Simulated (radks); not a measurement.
Q: All-electron calculation, Dirac Kohn-Sham, PBEsol, spin-unpolarised, spherical densities, finite nucleus; open shells are shared between the two j in proportion to 2j + 1; Fermi nuclear charge, rms radius of each element as measured or else 0.836 A^(1/3) + 0.57 fm. Program: a radial shooting solver on a logarithmic mesh with Libxc functionals. Each species is in its NIST ground configuration. Rank Kr, Se, Cu, Co, Ga, As, V, Fe, Cr, Ti, Ge, Br, Sc, Zn, K, Ni, Mn, Ca by mean radius of the outermost orbital (bohr), largest first.

A: K 5.02, Ca 4.01, Sc 3.71, Ti 3.50, Cr 3.42, Ga 3.41, V 3.34, Mn 3.08, Fe 2.98, Cu 2.92, Ge 2.90, Co 2.88, Ni 2.79, Zn 2.64, As 2.56, Se 2.31, Br 2.12, Kr 1.96.
